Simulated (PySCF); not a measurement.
# Bond lengths and vibrations by method: B2FH3N anion

Calculated results; nothing here was measured. They come from PySCF 2.14.0, an open-source quantum chemistry program, on an isolated molecule that a program drew, which may never have been made. The molecule is B2FH3N anion (charge -1, singlet), drawn as the SMILES string `B=N[BH2-]F`.

The geometry was optimised and harmonic frequencies were computed with HF and MP2, all in the aug-cc-pVDZ basis, for the commonest isotopes, with a restricted reference for singlets and an unrestricted one otherwise, and a frozen core in MP2. Each result is a local minimum of its method.

Geometry at the HF minimum:
```xyz
7
B2FH3N anion, angstrom
B    -1.5105   -0.2749   -0.3682
N    -0.7958    0.6629   -0.0281
B     0.1092    1.8303    0.3987
F    -0.6976    3.0418    0.5008
H    -2.1947   -1.1751   -0.6944
H     0.6123    1.5907    1.5097
H     0.9957    2.0113   -0.4533
```

Lengths of the bonds as drawn, in Å (atoms numbered as above):
```
 bond     HF    MP2
B1-N2  1.227  1.268
N2-B3  1.538  1.547
B3-F4  1.459  1.488
B1-H5  1.177  1.184
B3-H6  1.243  1.240
B3-H7  1.243  1.240
```

Rotational constants, in GHz:
```
constant,HF,MP2
A,30.96,29.83
B,4.398,4.282
C,3.978,3.866
```

Harmonic frequencies in cm^-1, each column in rising order, so a row needn't be the same motion in every method:
| rank | HF | MP2 |
|---|---|---|
| 1 | 181 | 163 |
| 2 | 261 | 236 |
| 3 | 467 | ? |
| 4 | 783 | 640 |
| 5 | 798 | 668 |
| 6 | 805 | 762 |
| 7 | 895 | 847 |
| 8 | 994 | 926 |
| 9 | 1042 | 981 |
| 10 | 1240 | 1165 |
| 11 | 1284 | 1220 |
| 12 | 2030 | 1801 |
| 13 | 2277 | 2341 |
| 14 | 2334 | 2350 |
| 15 | 2907 | 2828 |

**Estimate the missing MP2 frequency from the HF column.**

A single factor s that minimises the squared misfit of MP2 against s times HF over the other rows is sum(HF x MP2) / sum(HF^2) = 0.9641, with an rms misfit of 77 cm^-1. For rank 3 it gives 0.9641 x 467 = 450 cm^-1. The calculation gives 431 cm^-1, 19 cm^-1 below the estimate. The drawn bonds are on average 1.0 % longer in MP2 than in HF.
